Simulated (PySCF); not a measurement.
Ge(H)2(F)(Et) (C2H7FGe), SMILES C[CH2][GeH2][F].

Geometry optimised at B3LYP-D3(BJ)/def2-SVP. One conformer was computed; it need not be the lowest.

Method: PySCF 2.14.0 with B3LYP-D3(BJ)/def2-SVP.

Frequencies are harmonic and unscaled.

| mode | ν (cm⁻¹) | IR (km/mol) | Raman (Å⁴/amu) | depolarisation | moving atoms (share of kinetic energy) |
|---|---|---|---|---|---|
| 1 | 60 | 1.5 | 0.0 | – | H 33 %, F 31 %, C 29 % |
| 2 | 148 | 3.8 | 0.5 | 0.75 | H 37 %, F 36 %, C 22 % |
| 3 | 220 | 0.5 | 0.4 | 0.42 | H 71 %, C 24 % |
| 4 | 274 | 5.0 | 0.7 | 0.48 | H 45 %, C 29 %, Ge 15 %, F 11 % |
| 5 | 487 | 29.6 | 7.7 | 0.44 | H 73 %, C 14 %, Ge 12 % |
| 6 | 585 | 11.9 | 15.2 | 0.22 | C 54 %, H 34 %, Ge 10 % |
| 7 | 665 | 18.2 | 16.0 | 0.74 | H 89 % |
| 8 | 691 | 70.8 | 3.4 | 0.41 | F 72 %, Ge 20 % |
| 9 | 708 | 26.2 | 6.1 | 0.72 | H 78 %, C 14 % |
| 10 | 810 | 131.8 | 13.8 | 0.71 | H 94 % |
| 11 | 864 | 81.0 | 21.5 | 0.74 | H 98 % |
| 12 | 970 | 3.7 | 3.4 | 0.58 | H 78 %, C 22 % |
| 13 | 983 | 6.7 | 3.5 | 0.70 | H 79 %, C 20 % |
| 14 | 1049 | 12.0 | 5.2 | 0.61 | C 63 %, H 37 % |
| 15 | 1245 | 0.6 | 4.6 | 0.33 | H 72 %, C 27 % |
| 16 | 1251 | 1.7 | 6.2 | 0.32 | H 71 %, C 29 % |
| 17 | 1398 | 1.5 | 4.2 | 0.68 | H 82 %, C 18 % |
| 18 | 1434 | 2.6 | 11.7 | 0.75 | H 91 %, C 9 % |
| 19 | 1475 | 6.0 | 17.1 | 0.75 | H 97 % |
| 20 | 1479 | 4.9 | 14.0 | 0.74 | H 96 % |
| 21 | 2126 | 107.5 | 221.0 | 0.09 | H 99 % |
| 22 | 2135 | 163.5 | 108.6 | 0.62 | H 98 % |
| 23 | 3027 | 29.0 | 133.2 | 0.03 | H 97 % |
| 24 | 3037 | 10.8 | 123.9 | 0.12 | H 95 % |
| 25 | 3087 | 2.6 | 117.3 | 0.75 | H 91 %, C 9 % |
| 26 | 3103 | 23.3 | 89.8 | 0.63 | H 91 %, C 9 % |
| 27 | 3118 | 17.6 | 34.0 | 0.75 | H 91 %, C 9 % |
